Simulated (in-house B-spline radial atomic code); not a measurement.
Atomic self-consistent-field run: Co⁴⁺ (with a hole in an inner shell). Computed with a B-spline radial code for spherical atoms: Dirac-Kohn-Sham PBE0, spherical fractional occupations, Fermi nucleus of rms radius 3.7875 fm.

Command:
```bash
python run_scf.py task.json out
```
Settings (nuclear radius in fm, mass in u):
```
Z                27
configuration    1s2 2s1 2p6 3s2 3p6 3d6
hamiltonian      dirac
method           pbe0
spin_polarised   False
nucleus          fermi
rms_radius       3.7875
atomic_mass      58.93319
speed_of_light   137.035999084
```

Output (hartree, bohr):
```
 radial grid: 67 intervals, B-splines of order 8, outer radius 14.6809 bohr

 iter        energy (Eh)    residual
    1       -1332.170576    9.93e-01
    2       -1345.594213    8.26e-01
    3       -1354.026859    1.74e-01
    4       -1354.668219    3.04e-02
    5       -1354.678623    2.45e-02
    6       -1354.689546    1.36e-03
    7       -1354.689556    8.71e-05
    8       -1354.689556    9.98e-06
    9       -1354.689556    2.53e-07

 total energy                     -1354.68956
 kinetic                            1374.4367
 electron-nucleus                  -3193.8352
 Hartree                             519.8914
 exact exchange                      -12.9920
 exchange-correlation                -42.1904

 first-order corrections (not in the total)
   Gaunt                             0.5633
   retardation                      -0.0516
   frequency dependence             -0.0016
   self-energy                       0.3723
   Uehling                          -0.0322
   Wichmann-Kroll                    0.0002
   recoil                            0.0095

 orbital      occ     eigenvalue          <r>       <r^2>       <1/r>       <r^4>       r_max    small
 1s1/2      2.000      -285.3007    0.0561519  0.00424053      27.046 4.62584e-05     0.03677  9.46e-03
 2s1/2      1.000       -36.8181     0.252864   0.0754765     5.89893  0.00990347      0.2119  1.79e-03
 2p1/2      2.000       -32.8418     0.219828   0.0593208     5.85076  0.00711774      0.1688  1.77e-03
 2p3/2      4.000       -32.2796     0.222867   0.0608413     5.73925  0.00745128      0.1713  1.75e-03
 3s1/2      2.000        -6.3882     0.745696    0.639653      1.9092    0.650323      0.6529  4.16e-04
 3p1/2      2.000        -5.0159     0.765403    0.686018     1.79847    0.796344      0.6507  3.78e-04
 3p3/2      4.000        -4.9379     0.773566    0.700518     1.77301    0.829854      0.6575  3.72e-04
 3d3/2      2.400        -2.6003     0.835311    0.864577     1.52608     1.59433      0.6072  2.88e-04
 3d5/2      3.600        -2.5896     0.838486    0.871001     1.51969     1.61718      0.6094  2.86e-04
```

Time taken, with all properties: 0.8 s on 1 thread of Arm Neoverse V2, on a shared host.

For the Dirac Hamiltonian the kinetic term is c α·p + (β - 1)c².

Caution: exact exchange at fractional occupations of open shells leaves self-interaction of up to several eV.
